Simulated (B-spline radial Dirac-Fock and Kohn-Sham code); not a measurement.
**Relativistic shifts of the levels of Sc⁴⁺**

System: the Sc⁴⁺ ion in the configuration [Ne] 3s2 3p5.

Both columns are ΔSCF binding energies of the configuration average from a radial finite-basis atomic code: non-relativistic Hartree-Fock with a point nucleus, and Dirac-Fock with a finite nucleus and the Coulomb interaction alone, averaged over the two j levels with weights 2j+1.

| shell | Hartree-Fock (eV) | Dirac-Fock (eV) | shift (eV) | shift (%) |
| --- | --- | --- | --- | --- |
| 1s | 4541.6 | 4568.1 | +26.44 | +0.58 |
| 2s | 567.3 | 572.3 | +4.97 | +0.88 |
| 3s | 118.0 | 118.8 | +0.74 | +0.63 |
| 3p | 91.71 | 91.77 | +0.06 | +0.06 |

Relativity binds 1s, 2s, 3s, 3p more strongly, among those listed most of all 2s in relative terms.

Values without a named source are computed, but for edge energies of neutral atoms, which are taken from tables.
